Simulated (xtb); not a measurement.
Job for xtb: GFN2-xTB on CH5GaO (SMILES [CH3][GaH][OH]), a point of a torsion scan.

```
$ xtb mol.xyz --gfn 2 --opt vtight --chrg 0 --uhf 0 --input xcontrol
8

C     -1.16632486    -0.17644133     0.01171102
Ga     0.53066645     0.72104445     0.21779369
O      0.95698784     1.91442229    -1.39244808
H     -1.48730459    -0.20885827    -1.05897025
H     -1.99828457     0.28240398     0.59352392
H     -1.14386411    -1.24415964     0.32436906
H      0.59179307     1.81570180     1.46917318
H      1.59467441     1.29151402    -1.83720291
$constrain
  force constant=1.0
  dihedral: 4,1,2,3,20.0
$end
```

The log:

```
[...]
           -------------------------------------------------
          |                Calculation Setup                |
           -------------------------------------------------



           -------------------------------------------------
          |                 G F N 2 - x T B                 |
           -------------------------------------------------

        Reference                      10.1021/acs.jctc.8b01176
      * Hamiltonian:
        H0-scaling (s, p, d)           1.850000    2.230000    2.230000
        zeta-weighting                 0.500000
      * Dispersion:
        s8                             2.700000
        a1                             0.520000
        a2                             5.000000
        s9                             5.000000
      * Repulsion:
        kExp                           1.500000    1.000000
        rExp                           1.000000
      * Coulomb:
        alpha                          2.000000
        third order                    shell-resolved
        anisotropic                    true
        a3                             3.000000
        a5                             4.000000
        cn-shift                       1.200000
        cn-exp                         4.000000
        max-rad                        5.000000


          ...................................................
          :                      SETUP                      :
          :.................................................:
          :  # basis functions                  23          :
          :  # atomic orbitals                  22          :
          :  # shells                           12          :
          :  # electrons                        18          :
          :  max. iterations                   250          :
          :  Hamiltonian                  GFN2-xTB          :
          :  restarted?                      false          :
          :  GBSA solvation                  false          :
          :  PC potential                    false          :
          :  electronic temp.          300.0000000     K    :
          :  accuracy                    1.0000000          :
          :  -> integral cutoff          0.2500000E+02      :
          :  -> integral neglect         0.1000000E-07      :
          :  -> SCF convergence          0.1000000E-05 Eh   :
          :  -> wf. convergence          0.1000000E-03 e    :
          :  Broyden damping             0.4000000          :
          :  net charge                          0          :
          :  unpaired electrons                  0          :
          ...................................................

 iter      E             dE          RMSdq      gap      omega  full diag
   1     -9.9318854 -0.993189E+01  0.109E+01    3.49       0.0  T
   2     -9.9734009 -0.415155E-01  0.819E+00    3.06       1.0  T
   3     -9.9811245 -0.772361E-02  0.429E+00    3.02       1.0  T
   4     -9.9859780 -0.485354E-02  0.477E-01    2.98       1.0  T
   5     -9.9866107 -0.632710E-03  0.350E-01    3.02       1.0  T
   6     -9.9867573 -0.146570E-03  0.114E-01    3.01       1.0  T
   7     -9.9867602 -0.292654E-05  0.240E-02    3.02       1.5  T
   8     -9.9867611 -0.916522E-06  0.381E-03    3.02       9.3  T
   9     -9.9867611 -0.909073E-08  0.215E-03    3.02      16.4  T
  10     -9.9867611 -0.841395E-09  0.813E-04    3.02      43.5  T
  11     -9.9867611 -0.336206E-09  0.221E-04    3.02     160.2  T

   *** convergence criteria satisfied after 11 iterations ***

         #    Occupation            Energy/Eh            Energy/eV
      -------------------------------------------------------------
         1        2.0000           -0.6414864             -17.4557
       ...           ...                  ...                  ...
         3        2.0000           -0.5477221             -14.9043
         4        2.0000           -0.5109811             -13.9045
         5        2.0000           -0.4915618             -13.3761
         6        2.0000           -0.4887388             -13.2993
         7        2.0000           -0.4285334             -11.6610
         8        2.0000           -0.4239766             -11.5370
         9        2.0000           -0.4076633             -11.0931 (HOMO)
        10                         -0.2967280              -8.0744 (LUMO)
        11                         -0.1137943              -3.0965
        12                         -0.0635324              -1.7288
        13                         -0.0461440              -1.2556
        14                          0.0167338               0.4554
       ...                                ...                  ...
        22                          1.0497398              28.5649
      -------------------------------------------------------------
                  HL-Gap            0.1109353 Eh            3.0187 eV
             Fermi-level           -0.3521956 Eh           -9.5837 eV

 SCC (total)  
[...]
--------
                  HL-Gap            0.1739369 Eh            4.7331 eV
             Fermi-level           -0.3120385 Eh           -8.4910 eV

 SCC (total)                   0 d,  0 h,  0 min,  0.004 sec
 SCC setup                      ...        0 min,  0.000 sec (  1.393%)
 Dispersion                     ...        0 min,  0.000 sec (  0.531%)
 classical contributions        ...        0 min,  0.000 sec (  0.212%)
 integral evaluation            ...        0 min,  0.001 sec ( 18.576%)
 iterations                     ...        0 min,  0.001 sec ( 35.918%)
 molecular gradient             ...        0 min,  0.002 sec ( 39.009%)
 printout                       ...        0 min,  0.000 sec (  3.826%)

         :::::::::::::::::::::::::::::::::::::::::::::::::::::
         ::                     SUMMARY                     ::
         :::::::::::::::::::::::::::::::::::::::::::::::::::::
         :: total energy              -9.967842750997 Eh    ::
         :: gradient norm              0.000072060939 Eh/a0 ::
         :: HOMO-LUMO gap              4.733064022661 eV    ::
         ::.................................................::
         :: SCC energy               -10.052507594739 Eh    ::
         :: -> isotropic ES            0.043815368508 Eh    ::
         :: -> anisotropic ES          0.001191487419 Eh    ::
         :: -> anisotropic XC          0.002042519154 Eh    ::
         :: -> dispersion             -0.002761220621 Eh    ::
         :: repulsion energy           0.084664787626 Eh    ::
         :: add. restraining           0.000000056116 Eh    ::
         :: total charge               0.000000000000 e     ::
         :::::::::::::::::::::::::::::::::::::::::::::::::::::

           -------------------------------------------------
          |                Property Printout                |
           -------------------------------------------------

    * Orbital Energies and Occupations

         #    Occupation            Energy/Eh            Energy/eV
      -------------------------------------------------------------
         1        2.0000           -0.6659024             -18.1201
         2        2.0000           -0.5964979             -16.2315
         3        2.0000           -0.5753116             -15.6550
         4        2.0000           -0.4905687             -13.3491
         5        2.0000           -0.4801758             -13.0662
         6        2.0000           -0.4791911             -13.0395
         7        2.0000           -0.4542404             -12.3605
         8        2.0000           -0.4517427             -12.2925
         9        2.0000           -0.3990069             -10.8575 (HOMO)
        10                         -0.2250700              -6.1245 (LUMO)
        11                         -0.1386761              -3.7736
        12                         -0.0329112              -0.8956
        13                          0.0046208               0.1257
        14                          0.0663317               1.8050
        15                          0.0831870               2.2636
        16                          0.1391934               3.7876
        17                          0.1697139               4.6181
        18                          0.2198353               5.9820
        19                          0.2442614               6.6467
        20                          0.4545744              12.3696
       ...                                ...                  ...
        22                          1.2226654              33.2704
      -------------------------------------------------------------
                  HL-Gap            0.1739369 Eh            4.7331 eV
             Fermi-level           -0.3120385 Eh           -8.4910 eV

     #   Z          covCN         q      C6AA      α(0)
     1   6 C        3.628    -0.153    23.942     7.048
     2  31 Ga       2.519     0.119   215.712    32.937
     3   8 O        1.565    -0.469    22.290     6.370
     4   1 H        0.924     0.080     1.976     2.198
     5   1 H        0.924     0.068     2.105     2.269
     6   1 H        0.925     0.067     2.124     2.279
     7   1 H        0.906    -0.023     3.493     2.924
     8   1 H        0.806     0.310     0.690     1.305

 Mol. C6AA /au·bohr⁶  :        945.805107
 Mol. C8AA /au·bohr⁸  :      50211.062797
 Mol. α(0) /au        :         57.329971


Wiberg/Mayer (AO) data.
largest (>0.10) Wiberg bond orders for each atom

 ---------------------------------------------------------------------------
     #   Z sym  total        # sym  WBO       # sym  WBO       # sym  WBO
 ---------------------------------------------------------------------------
     1   6 C    3.982 --     6 H    0.942     5 H    0.936     4 H    0.927
                             2 Ga   0.927     7 H    0.184
     2  31 Ga   3.203 --     3 O    1.306     1 C    0.927     7 H    0.765
     3   8 O    2.268 --     2 Ga   1.306     8 H    0.856
     4   1 H    0.994 --     1 C    0.927
     5   1 H    0.995 --     1 C    0.936
     6   1 H    0.996 --     1 C    0.942
     7   1 H    0.999 --     2 Ga   0.765     1 C    0.184
     8   1 H    0.904 --     3 O    0.856
 ---------------------------------------------------------------------------

Topologies differ in total number of bonds
Writing topology from bond orders to xtbtopo.mol

molecular dipole:
                 x           y           z       tot (Debye)
 q only:       -0.445      -0.343      -0.251
   full:       -0.551      -0.413      -0.248       1.861
molecular quadrupole (traceless):
                xx          xy          yy          xz          yz          zz
 q only:       -0.218      -0.216      -2.092      -1.482      -1.553       2.310
  q+dip:       -0.238       0.151      -2.814      -1.585      -1.591       3.052
   full:       -0.561      -2.774      -1.518      -2.042      -2.090       2.079

           -------------------------------------------------
          |                Geometry Summary                 |
           -------------------------------------------------

      molecular mass/u    :      102.7729106
   center of mass at/Å    :        0.2268896       0.9235366      -0.0433126
  moments of inertia/u·Å² :        0.2597975E+02   0.9356809E+02   0.1164187E+03
rotational constants/cm⁻¹ :        0.6488760E+00   0.1801643E+00   0.1448018E+00

 * 6 selected distances

     #   Z          #   Z                                           value/Å
     2  31 Ga       3   8 O                                       1.7032006 (max)
     1   6 C        4   1 H                                       1.0925525
     1   6 C        5   1 H                                       1.0910522
     1   6 C        6   1 H                                       1.0891580
     2  31 Ga       7   1 H                                       1.5480869
     3   8 O        8   1 H                                       0.9503443 (min)

 * 4 distinct bonds (by element types)

   Z      Z             #   av. dist./Å        max./Å        min./Å
   1 H    6 C           3     1.0909209     1.0925525     1.0891580
   1 H    8 O           1     0.9503443     0.9503443     0.9503443
   1 H   31 Ga          1     1.5480869     1.5480869     1.5480869
   8 O   31 Ga          1     1.7032006     1.7032006     1.7032006


optimized geometry written to: xtbopt.xyz


           -------------------------------------------------
          | TOTAL ENERGY               -9.967842750997 Eh   |
          | GRADIENT NORM               0.000072060939 Eh/α |
          | HOMO-LUMO GAP               4.733064022661 eV   |
           -------------------------------------------------

------------------------------------------------------------------------
Note: The following floating-point exceptions are signalling: IEEE_UNDERFLOW_FLAG IEEE_DENORMAL
normal termination of xtb
------------------------------------------------------------------------
 total:
 SCF:
 ANC optimizer:
```

The run finished.

Warnings raised: the energy holds the restraint's term.

Cost: roughly 0.16 core-seconds.
